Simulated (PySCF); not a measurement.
A GIAO shielding run with PySCF 2.14 (density fitting, non-relativistic, gas phase) on SMILES O=[P@@]1(N([SiH3])[SiH3])C=CCC1, C4H12NOPSi2:

```
$ OMP_NUM_THREADS=1 python probes_run.py task.json out

{"job": {"kind": "nmr", "xc": "PBE0", "basis": "pcSseg-1"}, "charge": 0, "multiplicity": 1}
O      0.234690    -2.442157     0.358327
P      0.254829    -0.983736     0.222993
N     -1.271455    -0.338108    -0.029443
Si    -2.531085    -1.564971    -0.011601
Si    -1.445619     1.374182    -0.285342
C      1.047101    -0.051460     1.559105
C      1.957321     0.784856     1.083966
C      2.129248     0.868835    -0.404734
C      1.418647    -0.321866    -1.046997
H     -3.754021    -0.789786    -0.217901
H     -2.541325    -2.217860     1.292801
H     -2.312252    -2.489942    -1.119321
H     -0.882876     1.733438    -1.594258
H     -0.748761     2.106868     0.774677
H     -2.880606     1.621354    -0.249974
H      0.821679    -0.200060     2.602261
H      2.566286     1.430766     1.701660
H      1.695510     1.813886    -0.748275
H      3.191508     0.887829    -0.662637
H      2.119885    -1.136585    -1.242890
H      0.922375    -0.068542    -1.982889
```

Hardware: 1 thread of an Arm Neoverse V1, shared host. The job also computes population analyses, field gradients, ring-centre shieldings.

Q: How large is the calculation?

A: 94 electrons, 234 basis functions and 1280 auxiliary functions.

Q: How long does it take, and how much memory does it need?

A: 65 s of wall time, with 14 SCF cycles and 5 response iterations; peak memory 1.1 GiB. Times on a shared host scatter by some tens of per cent.
